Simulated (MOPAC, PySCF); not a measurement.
H2OSn, SMILES `[SnH2]=[O]`, neutral singlet in the gas phase. 

Z-matrix (Å, degrees):
```
Sn
O 1 1.8287
H 1 1.7150 2 123.95
H 1 1.7150 3 112.08 2 -179.99
```
Charge 0, multiplicity 1.

All levels are single points at this geometry (r2SCAN-D4/def2-TZVP); Pople sets use spherical d functions. Orbital energies aren't observables, and empty levels follow the basis.

| level | HOMO (eV) | LUMO (eV) | gap (eV) | dipole (D) | vertical IE, Delta-SCF (eV) |
|---|---|---|---|---|---|
| r2SCAN-D4/def2-TZVP in PySCF | -6.13 | -3.19 | 2.93 | 4.09 | 9.27 |
| B3LYP/6-311+G** (LANL2DZ on Sn) in PySCF | -7.17 | -2.89 | 4.28 | 4.73 | – |
| B3LYP/6-31G* (LANL2DZ on Sn) in PySCF | -6.90 | -2.57 | 4.33 | 3.90 | 9.21 |
| SVWN5/6-31G* (LANL2DZ on Sn) in PySCF | -5.72 | -3.25 | 2.47 | 3.71 | 9.59 |
| AM1 in MOPAC | -8.79 | -0.31 | 8.48 | 4.81 | – |
| PM7 in MOPAC | -8.33 | 1.30 | 9.63 | 7.36 | – |
